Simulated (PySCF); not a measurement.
difluoromethyl(fluoro)silane (CH₃F₃Si), SMILES C([SiH2]F)(F)F. Heavy atoms are numbered as in [F:1][SiH2:2][CH:3]([F:4])[F:5]. Hydrogens are named by the atom that carries them.

Geometry optimised at PBE-D3(BJ)/def2-SVP. The values are those of a single conformer.

Method: HF/def2-TZVP in PySCF.

Atomic charges (e), one atom of each kind:

```tsv
atom	Mulliken	IAO
F1	[?]	-0.58
Si2 (SiH2)	0.69	1.28
C3 (CH)	[?]	0.24
F4	-0.28	-0.36
H on Si2	[?]	-0.18
H on C3	0.08	0.13
```

Task: Fill in the missing entries. (The exact figures need the calculation; the answer reports its results.)

Result: 
- F1, Mulliken: -0.42
- C3 (CH), Mulliken: 0.27
- H on Si2, Mulliken: -0.04

Task: Give the Mayer and Wiberg (Löwdin basis) orders of the bonds. (An estimate is asked for; the answer gives what the named calculation found.)

Result: 
```tsv
bond	Mayer	Wiberg
F1–Si2	0.95	1.60
Si2–C3	0.95	1.05
C3–F4	0.94	1.65
C3–F5	0.94	1.65
```
